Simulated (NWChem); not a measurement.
System: SnHOClF$_{2}$; SMILES [Sn]([Cl])([F])([F])[OH]

NWChem input:

```
start job
memory heap 200 mb stack 900 mb global 1100 mb
geometry units angstroms noautoz
  O     -0.002839     0.968393     1.800534
  Sn     0.000025     0.250641    -0.011273
  F      1.515089     0.902677    -0.988485
  F     -1.511747     0.902848    -0.993454
  Cl    -0.000250    -2.046566     0.025351
  H     -0.002129     1.935482     1.801983
end
basis spherical
  O library def2-svp
  Sn library def2-svp
  F library def2-svp
  Cl library def2-svp
  H library def2-svp
end
ecp
  Sn library def2-ecp
end
dft
  xc r2scan
  iterations 150
  mulliken
end
task dft gradient
```

NWChem printed, in part:

```
             Northwest Computational Chemistry Package (NWChem) 7.3.0
             --------------------------------------------------------

 CS  symmetry detected

                             Geometry "geometry" -> ""
                             -------------------------

 Output coordinates in angstroms (scale by  1.889725989 to convert to a.u.)

  No.       Tag          Charge          X              Y              Z
 ---- ---------------- ---------- -------------- -------------- --------------
    1 O                    8.0000     1.85453364    -0.85685263     0.00000000
    2 Sn                  50.0000     0.01582918    -0.21110887     0.00000000
    3 F                    9.0000    -0.93738956    -0.90135813     1.51341966
    4 F                    9.0000    -0.93738956    -0.90135813    -1.51341966
    5 Cl                  17.0000    -0.03816674     2.08575548     0.00000000
    6 H                    1.0000     1.89411856    -1.82313233     0.00000000

 Effective nuclear repulsion energy (a.u.)     678.2207477578

      Symmetry information
      --------------------

 Group name             Cs
 Group number              2
 Group order               2
 No. of unique centers     5

                                 NWChem DFT Module
                                 -----------------

 Summary of "ao basis" -> "ao basis" (spherical)
 ------------------------------------------------------------------------------
       Tag                 Description            Shells   Functions and Types
 ---------------- ------------------------------  ------  ---------------------
 O                          def2-svp                 6       14   3s2p1d
 Sn                         def2-svp                10       26   4s4p2d
 F                          def2-svp                 6       14   3s2p1d
 Cl                         def2-svp                 8       18   4s3p1d
 H                          def2-svp                 3        5   2s1p

      Symmetry analysis of basis
      --------------------------

        a'         59
        a"         32

            General Information
            -------------------
          SCF calculation type: DFT
          Wavefunction type:  closed shell.
          No. of atoms     :     6
          No. of electrons :    66
           Alpha electrons :    33
            Beta electrons :    33
          Charge           :     0
          Spin multiplicity:     1
          Use of symmetry is: on ; symmetry adaption is: on
          Maximum number of iterations: 150
          AO basis - number of functions:    91
                     number of shells:    39
          Convergence on energy requested:  1.00D-06
          Convergence on density requested:  1.00D-05
          Convergence on gradient requested:  5.00D-04

              XC Information
              --------------
                      r^2SCAN Method XC Functional
               r^2SCAN metaGGA Exchange Functional  1.000
                     r^2SCAN Correlation Potential  1.000

             Grid Information
             ----------------
          Grid used for XC integration:  medium
          Radial quadrature: Mura-Knowles
          Angular quadrature: Lebedev.
          Tag              B.-S. Rad. Rad. Pts. Rad. Cut. Ang. Pts.
          ---              ---------- --------- --------- ---------
          O                   0.60       49           9.0       434
          Sn                  1.45      123           8.0       590
          F                   0.50       49           9.0       434
          Cl                  1.00       88          11.0       590
          H                   0.35       45          11.0       434
          Grid pruning is: on
          Number of quadrature shells:   354
          Spatial weights used:  Erf1

      Superposition of Atomic Density Guess
      -------------------------------------

 Sum of atomic energies:        -982.19471782

      Non-variational initial energy
      ------------------------------

 Total energy =    -946.715336
 1-e energy   =   -2116.299393
 2-e energy   =     806.925058
 HOMO         =      -0.448955
 LUMO         =      -0.107948

      Symmetry analysis of molecular orbitals - initial
      -------------------------------------------------

  Numbering of irreducible representations:

     1 a'          2 a"

  Orbital symmetries:

     1 a'          2 a'          3 a"          4 a'          5 a'
     6 a'          7 a'          8 a"          9 a'         10 a'
    11 a'         12 a"         13 a'         14 a"         15 a'
    16 a'         17 a'         18 a"         19 a"         20 a'
    21 a'         22 a'         23 a'         24 a"         25 a'
    26 a'         27 a"         28 a"         29 a'         30 a'
    31 a"         32 a"         33 a'         34 a'         35 a'
    36 a"         37 a'         38 a'         39 a'         40 a'
    41 a"         42 a'         43 a'

     ---------------------------------------------
      Total Density - Mulliken Population Analysis
     ---------------------------------------------

[...]

                         DFT ENERGY GRADIENTS

    atom               coordinates                        gradient
                 x          y          z           x          y          z
   1 O       3.504560  -1.619217   0.000000   -0.003398  -0.002685   0.000000
   2 Sn      0.029913  -0.398938   0.000000    0.000194   0.000115   0.000000
   3 F      -1.771409  -1.703320   2.859948    0.001498   0.000924  -0.002166
   4 F      -1.771409  -1.703320  -2.859948    0.001498   0.000924   0.002166
   5 Cl     -0.072125   3.941506   0.000000   -0.000152  -0.002344   0.000000
   6 H       3.579365  -3.445221   0.000000    0.000360   0.003068   0.000000
```

Level: r2SCAN/def2-SVP with def2 effective core potentials on Sn. The geometry was optimised at PBE0/def2-SVP. def2 effective core potentials on Sn; no spin-orbit coupling.
